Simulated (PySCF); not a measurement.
## Al⁺: ionisation energy

Al⁺ [Ne] 3s2 (1S) → Al²⁺ [Ne] 3s1 (2S), as a difference of total energies. Computed with PySCF 2.14 in dyall-acv3z (19s12p6d4f, 113 functions), with the spin-free X2C one-electron Hamiltonian (Gaussian nucleus). Correlated levels: valence: [Ne] frozen; virtual orbitals above 40 to 60 times the deepest correlated orbital energy dropped. The calculations carry no spin-orbit coupling.

```json
{"method": "UHF", "ionisation energy (eV)": "17.551"}
{"method": "MP2 (valence)", "ionisation energy (eV)": "18.335"}
{"method": "SCS-MP2 (valence)", "ionisation energy (eV)": "18.492"}
{"method": "CCSD (valence)", "ionisation energy (eV)": "18.642"}
```

Problem. How much does correlation contribute at MP2 (valence)?

Solution. 18.335 − (17.551) = 0.784 eV, measured against UHF.

Errors of the correlated levels include the incompleteness of this basis and the frozen core.

With two correlated electrons CCSD is exact in that space.

For comparison: 18.829 eV (measured; NIST Atomic Spectra Database, ionization energies).
